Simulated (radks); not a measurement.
The mean radii <r> (bohr) of the occupied orbitals of an atom or ion are listed with their occupations. Method: non-relativistic Kohn-Sham, r2SCAN, spin-polarised, spherical densities, point nucleus; meta-GGA in the generalised Kohn-Sham scheme; computed with a radial shooting solver on a logarithmic mesh with Libxc functionals.

orbital  occ.      <r>
1s up       1  0.07019
1s down     1  0.07019
2s up       1   0.3266
2s down     1   0.3266
2p up       3   0.2905
2p down     3   0.2905
3s up       1   0.9843
3s down     1   0.9854
3p up       3    1.037
3p down     3    1.035
4s up       1    2.561

Name the element and its charge. Open shells, if any, are filled with parallel spins first.

Answer. Z = 22, titanium, charge +3: Ti3+ in [Ar] 4s1. The 1s radius gives Z: for a bare nucleus <r> = 1.5/Z, 0.06818 bohr for Z = 22, and screening makes it slightly larger (0.07019 here). The occupations add up to 19, and the charge is Z minus that.
